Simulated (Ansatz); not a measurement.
`[CH3][GeH]([F])[SH]` + `BN` → `B[NH][GeH]([CH3])[F]` + H₂S at 700 K and 1 bar (ligand exchange at a Ge–S bond).

Gas-phase electronic energies from Ansatz, PBE0-D4/def2-TZVP geometries. CBS: MP2 limit from def2 TZ/QZ plus the TZ coupled-cluster correction, frozen cores. This one scheme is used for every species. For Ge outer-core shells are correlated without core-valence functions, which leaves a few kJ/mol of doubt a bond. Scalar relativity is left out up to krypton. One conformer a species, not always the lowest.

```csv
species,CCSD(T)/CBS energy (Eh),H − E (kJ/mol),S (J/(mol·K))
`[CH3][GeH]([F])[SH]`,-2614.81526,221.0,455.1
`BN`,-81.93499,163.7,282.2
`B[NH][GeH]([CH3])[F]`,-2297.76421,312.4,499.6
H₂S,-398.97279,64.8,236.9
```

H − E and S are ideal-gas, rigid-rotor, harmonic terms from PBE0-D4/def2-TZVP, for one conformer and one mirror image of each species. 1 Eh = 2625.50 kJ/mol, R = 8.31446 J/(mol·K).

By hand: ΔE, ΔH, ΔS and ΔG.

ΔE = (-2297.76421) + (-398.97279) − (-2614.81526) − (-81.93499) = 0.01325 Eh = 34.8 kJ/mol. Δ(H − E) = 312.4 + 64.8 − 221.0 − 163.7 = -7.5, so ΔH = 27.3 kJ/mol. ΔS = 499.6 + 236.9 − 455.1 − 282.2 = -0.8 J/(mol·K). ΔG = 27.3 − 700 × (-0.8)/1000 = 27.9 kJ/mol.

By hand: the equilibrium constant, and the temperature at which ΔG would vanish if ΔH and ΔS stayed fixed.

log₁₀ K = −ΔG/(RT ln 10) = -2.1. ΔH and −TΔS have one sign here, so there is no such temperature. One of them is within its doubt of zero, so this could turn.

The number of gas molecules stays the same, so ΔS is small and ΔH decides. A doubt of 5 kJ/mol in ΔE shifts log₁₀ K by 0.4 here. Other conformers and mirror images would add mixing entropy, several J/(mol·K) or more a flexible species. Modes under 60 cm⁻¹, often nearly free rotors, make the harmonic entropy too high. These are equilibria of isolated gas molecules and say nothing of rates. Largest T1 diagnostic: 0.012 (customary marks: 0.02 for closed shells, 0.045 for open ones).
